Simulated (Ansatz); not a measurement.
Consider the substitution at a C–C bond: `N#CC(F)(F)F` + `[OH][SnH3]` → `FC(F)(F)[O][SnH3]` + `C#N`.

Computed with Ansatz on PBE0-D4/def2-TZVP structures; ΔE is electronic, products minus reactants. CCSD(T)/CBS is the MP2 limit (def2-TZVPP, def2-QZVPP) plus CCSD(T) − MP2 in def2-TZVPP, frozen cores. This one scheme is used for every species. def2 core potentials past Kr. For Sn outer-core shells are correlated without core-valence functions, which leaves a few kJ/mol of doubt a bond.

`N#CC(F)(F)F`:

```xyz
6

N    -1.291    1.512   -0.872
C    -0.609    0.714   -0.412
C     0.271   -0.318    0.183
F     1.418   -0.378   -0.481
F    -0.316   -1.506    0.131
F     0.527   -0.024    1.451
```

`[OH][SnH3]`:

Cartesian coordinates in Å:
```
O -1.331 0.691 -0.067
Sn 0.435 -0.143 0.188
H -1.729 0.484 -0.915
H 1.482 0.419 -1.041
H 0.251 -1.840 0.100
H 0.893 0.389 1.735
```

`FC(F)(F)[O][SnH3]`:

Z-matrix (Å, degrees):
```
C
F 1 1.361
F 1 1.348 2 105.5
F 1 1.333 2 107.0 3 113.7
O 1 1.309 2 112.5 3 -123.6
Sn 5 2.012 1 121.9 2 37.6
H 6 1.696 5 105.4 1 -80.2
H 6 1.696 5 106.2 1 41.6
H 6 1.694 5 100.0 1 161.2
```

`C#N`:

Cartesian coordinates in Å:
```
C 0.022 0.011 0.006
N -0.957 -0.504 -0.291
H 0.935 0.492 0.285
```

```tsv
level	ΔE (eV)
CCSD(T)/def2-SVP	-0.95
HF/def2-TZVPP	-0.93
```

Question: What does CCSD(T)/CBS give? (Best estimate.)

Answer: Computed: -0.74 eV. The listed levels differ from it by -0.21, -0.19 eV.

Largest T1 diagnostic among the species: 0.014.

From BLYP to BHLYP (50 % exact exchange), in def2-TZVPP and without D4, ΔE moves by −0.20 eV. The D4 term adds −0.04 eV with B3LYP and −0.02 eV with PBE0; it sums over pairs of atoms, weighted by their polarisabilities, and B3LYP, whose exchange is more repulsive, gets the larger term.

B3LYP here is the variant with VWN-RPA as its local correlation; programs differ in this.
